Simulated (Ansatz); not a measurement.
Ansatz (a first-principles code) input (B3LYP-D3(BJ)/def2-TZVP):

Ansatz 0.2 input:
```yaml
crystal:
  periodic: [false, false, false]
  atoms:
    - {symbol: C, position_ang: [-1.77883790, 0.31707311, -0.02729484]}
    - {symbol: C, position_ang: [-0.40113861, -0.14882293, -0.45717390]}
    - {symbol: C, position_ang: [0.67693989, 0.16434477, 0.60359909]}
    - {symbol: C, position_ang: [2.04095609, -0.20978335, 0.18047143]}
    - {symbol: Cl, position_ang: [2.84442713, 0.76623348, -0.94842763]}
    - {symbol: Cl, position_ang: [-0.44142495, -1.91948788, -0.73707566]}
    - {symbol: H, position_ang: [-1.78041615, 1.39846600, 0.09288935]}
    - {symbol: H, position_ang: [-2.51998497, 0.04897771, -0.77634137]}
    - {symbol: H, position_ang: [-2.05875804, -0.14298672, 0.91740512]}
    - {symbol: H, position_ang: [-0.11704365, 0.29762868, -1.41323041]}
    - {symbol: H, position_ang: [0.42820127, -0.37321631, 1.52066207]}
    - {symbol: H, position_ang: [0.62673572, 1.23984822, 0.79558531]}
    - {symbol: H, position_ang: [2.40677151, -1.21663740, 0.26849197]}
basis:
  gaussian:
    orbitals: def2-TZVP
hamiltonian:
  xc: b3lyp
  dispersion: d3bj
magnetization: {spin_polarized: true, initial_magnetization: 1}
relax: {f_tol: 0.002, max_steps: 150}
```

End of the output:

```
these checks for a lower state are left out or cut short: starts, cluster_reference, orbital_swaps, neighbouring_geometries, increment
integrals: 0.21 GiB planned
1554 factors; their error is unknown
0.32 GiB of the device are held for the grids
1.57 GiB of device memory are held for the factors and their scratch space
mean field: 1.65 GiB planned
mean field evaluation 64: about -29309.6148 eV, gradient 3.9e-1 eV
mean field -29309.64578501 eV, -1077.1096158076 hartree, gradient 1.2e-5 eV, S^2 0.754583; 0 other end points of the search recorded, 0 dependent functions left out
the calculation of the forces begins
reference -29309.64608416 eV, -1077.1096268013 hartree; 33, 32 occupied and 207, 208 virtual orbitals, 1554 factors
relax step   8: F+E_penalty+E_count = -29310.24418485 eV  Δ(F+E_penalty+E_count) = -1.796e-6 eV  max|allowed force component| = 4.082e-3 eV/Å  Δτ_max = 0.0012 Å  (35 SCF iters, accepted)
these checks for a lower state are left out or cut short: starts, cluster_reference, orbital_swaps, neighbouring_geometries, increment
integrals: 0.21 GiB planned
1554 factors; their error is unknown
0.32 GiB of the device are held for the grids
1.57 GiB of device memory are held for the factors and their scratch space
mean field: 1.65 GiB planned
mean field -29309.64578702 eV, -1077.1096158815 hartree, gradient 1.2e-5 eV, S^2 0.754583; 0 other end points of the search recorded, 0 dependent functions left out
the calculation of the forces begins
reference -29309.64608618 eV, -1077.1096268754 hartree; 33, 32 occupied and 207, 208 virtual orbitals, 1554 factors
relax step   9: F+E_penalty+E_count = -29310.24418650 eV  Δ(F+E_penalty+E_count) = -1.650e-6 eV  max|allowed force component| = 2.548e-4 eV/Å  Δτ_max = 0.0007 Å  (35 SCF iters, accepted)
integrals: 0.21 GiB planned
1554 factors; their error is unknown
0.32 GiB of the device are held for the grids
1.57 GiB of device memory are held for the factors and their scratch space
mean field: 1.65 GiB planned
mean field evaluation 96: about -29309.6458 eV, gradient 1.1e-2 eV
mean field -29309.64578702 eV, -1077.1096158815 hartree, gradient 1.2e-5 eV, S^2 0.754583; 1 other end points of the search recorded, 0 dependent functions left out
the calculation of the forces begins
reference -29309.64608618 eV, -1077.1096268754 hartree; 33, 32 occupied and 207, 208 virtual orbitals, 1554 factors
Total energy: -29310.24448566 eV, -1077.1316176506 hartree
Atom 0 at    -1.784402     0.322701    -0.026853 Å, force     0.000023    -0.000001    -0.000033 eV/Å
Atom 1 at    -0.408366    -0.144356    -0.453424 Å, force    -0.000229    -0.000047     0.000255 eV/Å
Atom 2 at     0.672201     0.150339     0.594918 Å, force     0.000172     0.000176     0.000007 eV/Å
Atom 3 at     2.051586    -0.203362     0.190036 Å, force    -0.000100     0.000072    -0.000084 eV/Å
Atom 4 at     2.820238     0.725175    -1.031815 Å, force     0.000067     0.000068     0.000033 eV/Å
Atom 5 at    -0.450275    -1.935707    -0.788588 Å, force    -0.000038     0.000002     0.000011 eV/Å
Atom 6 at    -1.772837     1.405399     0.121547 Å, force     0.000006     0.000000     0.000012 eV/Å
Atom 7 at    -2.528655     0.086506    -0.785915 Å, force    -0.000022    -0.000072    -0.000101 eV/Å
Atom 8 at    -2.082886    -0.151696     0.908913 Å, force     0.000033    -0.000046     0.000073 eV/Å
Atom 9 at    -0.123720     0.301333    -1.404483 Å, force     0.000103     0.000060    -0.000214 eV/Å
Atom 10 at     0.424223    -0.387127     1.513560 Å, force    -0.000060    -0.000035     0.000055 eV/Å
Atom 11 at     0.615345     1.222767     0.813637 Å, force     0.000083    -0.000060    -0.000020 eV/Å
Atom 12 at     2.493974    -1.170335     0.368027 Å, force    -0.000035    -0.000117     0.000006 eV/Å
Dipole moment:    -0.197027     0.270874     0.235310 e Å
```

It need not be the lowest isomer of its formula.
